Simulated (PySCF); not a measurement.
Si(H)2(SH)2 (H₄S₂Si), SMILES S[SiH2]S. Geometry optimised at B3LYP-D3(BJ)/def2-TZVP. The values are those of a single conformer.

Computed equilibrium geometry at B3LYP-D3(BJ)/def2-TZVP (PySCF confirms it by a frequency run) as a Z-matrix, and its point group (one conformer of several):
point group C2.
```
Si
H 1 1.4767
H 1 1.4767 2 110.97
S 1 2.1428 2 112.70 3 -115.44
H 4 1.3446 1 94.96 2 -61.44
S 1 2.1428 2 103.41 3 121.08
H 6 1.3446 1 94.96 2 178.66
```
